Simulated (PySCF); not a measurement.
PySCF job for C₄H₁₀BN, SMILES CNB1CCC1, PBE0/pcSseg-1. Geometry: PBE0-D3(BJ)/def2-SVP. A frequency run showed that this geometry is not a minimum. This is a generated structure with no PubChem entry under its InChIKey; it may be hypothetical. The values are those of a single conformer.

```python
import numpy as np
from pyscf import gto, scf, dft
from pyscf.prop.nmr import rks as nmr

mol = gto.M(
    atom='''
    C     0.29778126   -2.48926687   -0.00000000
    N    -0.60090364   -1.36358590    0.00000000
    B    -0.24225453   -0.02022285   -0.00000000
    C    -1.06862089    1.34103494    0.00000000
    C     0.31281949    2.05848951   -0.00000000
    C     1.15321565    0.74817451   -0.00000000
    H     0.16538084   -3.12773913   -0.89068417
    H     1.33460472   -2.12583465   -0.00000000
    H     0.16538084   -3.12773914    0.89068417
    H    -1.58569752   -1.60569679    0.00000000
    H    -1.69114100    1.54061347    0.88771424
    H    -1.69114101    1.54061347   -0.88771424
    H     0.48178934    2.69003695   -0.88618976
    H     0.48178934    2.69003694    0.88618977
    H     1.79272976    0.61066593   -0.88759496
    H     1.79272976    0.61066592    0.88759497
    ''',
    basis='pcSseg-1',
    charge=0,
    spin=0,
    max_memory=1600,
    verbose=3,
)
mf = dft.RKS(mol, xc='pbe0')
mf.grids.level = 3
mf.conv_tol = 1e-10
mf.max_cycle = 100
mf.kernel()
n = nmr.NMR(mf)
n.verbose = 2
n.max_cycle_cphf = 60
sigma = n.kernel()
print('atom   isotropic/ppm   span/ppm')
for i, s in enumerate(sigma):
    w = np.linalg.eigvalsh((s + s.T) / 2)
    print(f'{mol.atom_symbol(i):2s}{i + 1:3d} {w.mean():14.3f} {w[2] - w[0]:11.3f}')
```

It prints:

```
converged SCF energy = -237.74287957239
atom   isotropic/ppm   span/ppm
C   1        152.520      53.579
N   2        149.748     156.794
B   3         50.097      83.354
C   4        169.210      17.321
C   5        167.273      16.864
C   6        170.337      16.021
H   7         28.593      11.280
H   8         28.301       7.447
H   9         28.593      11.280
H  10         27.716      12.332
H  11         30.189       9.599
H  12         30.189       9.599
H  13         29.346       9.699
H  14         29.346       9.699
H  15         30.083       9.592
H  16         30.083       9.592
```

The calculation finished and met its thresholds.

Cost: about 100 core-seconds (a rough figure).
